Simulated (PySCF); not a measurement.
C₃H₁₀OSi. Atoms are numbered in the order given.

```xyz
15

Si     0.8712    -0.6146    -0.0715
O      2.0516     0.4591    -0.5851
C     -0.7133     0.2739     0.4593
C     -1.7892    -0.7345     0.8884
C     -1.2138     1.2197    -0.6417
H      0.5968    -1.4866    -1.2462
H      1.3643    -1.4491     1.0707
H      2.4373     1.0363     0.0837
H     -0.4396     0.8829     1.3435
H     -2.7017    -0.2205     1.2360
H     -1.4443    -1.3866     1.7076
H     -2.0838    -1.3851     0.0472
H     -0.4349     1.9363    -0.9459
H     -1.5104     0.6556    -1.5426
H     -2.0955     1.7936    -0.3085
```

Coordinates come from a B3LYP-D3(BJ)/def2-SVP optimisation. One conformer was computed; it need not be the lowest.

Computed with PySCF with TDA-PBE/def2-SVPD.

Vertical excitations. Gas-phase values at a fixed geometry.

### Question
Give excitation energies, oscillator strengths and character. (The exact figures need the calculation; the answer reports its results.)

### Answer

| state | energy (eV) | λ (nm) | f | main pairs |
|---|---|---|---|---|
| S1 | 5.88 | 211 | 0.004 | HOMO→LUMO 100 % |
| S2 | 6.54 | 189 | 0.006 | HOMO→LUMO+1 99 % |
| S3 | 6.86 | 181 | 0.001 | HOMO−1→LUMO 99 % |
| S4 | 7.36 | 169 | 0.019 | HOMO→LUMO+2 80 %, HOMO→LUMO+3 16 % |
| S5 | 7.42 | 167 | 0.038 | HOMO→LUMO+3 70 %, HOMO→LUMO+2 11 % |
| S6 | 7.48 | 166 | 0.011 | HOMO−1→LUMO+1 72 %, HOMO−2→LUMO 15 % |
| S7 | 7.50 | 165 | 0.008 | HOMO−2→LUMO 48 %, HOMO→LUMO+4 25 %, HOMO−1→LUMO+1 18 % |
| S8 | 7.58 | 164 | 0.043 | HOMO→LUMO+4 59 %, HOMO−2→LUMO 19 % |
| S9 | 7.60 | 163 | 0.019 | HOMO−3→LUMO 77 % |
| S10 | 7.67 | 162 | 0.013 | HOMO−4→LUMO 86 % |
| T1 | 5.69 | 218 | 0 | HOMO→LUMO 100 % |
| T2 | 6.36 | 195 | 0 | HOMO→LUMO+1 99 % |
| T3 | 6.58 | 189 | 0 | HOMO−1→LUMO 99 % |
| T4 | 7.14 | 174 | 0 | HOMO→LUMO+2 85 % |
Triplets are in the Tamm–Dancoff approximation.
